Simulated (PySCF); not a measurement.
# Ionisation energy of Se by level of theory

Se [Ar] 3d10 4s2 4p4 (3P) → Se+ [Ar] 3d10 4s2 4p3 (4S), as a difference of total energies. Computed with PySCF 2.14 in x2c-SVPall, with the spin-free X2C one-electron Hamiltonian (Gaussian nucleus). Correlated levels: valence: [Ar] 3d10 frozen. The calculations carry no spin-orbit coupling.

```json
{"method": "UHF", "ionisation energy (eV)": "8.521", "error (eV)": "-1.114"}
{"method": "PBE", "ionisation energy (eV)": "9.557", "error (eV)": "-0.078"}
{"method": "MN15", "ionisation energy (eV)": "9.405", "error (eV)": "-0.230"}
{"method": "MP2 (valence)", "ionisation energy (eV)": "8.936", "error (eV)": "-0.699"}
{"method": "SCS-MP2 (valence)", "ionisation energy (eV)": "8.963", "error (eV)": "-0.672"}
{"method": "CCSD (valence)", "ionisation energy (eV)": "8.959", "error (eV)": "-0.676"}
{"method": "CCSD(T) (valence)", "ionisation energy (eV)": "8.967", "error (eV)": "-0.668"}
```

Reference: 9.635 eV (measured; NIST levels, between the centres of gravity of the two terms).

Errors of the correlated levels include the incompleteness of this basis and the frozen core.
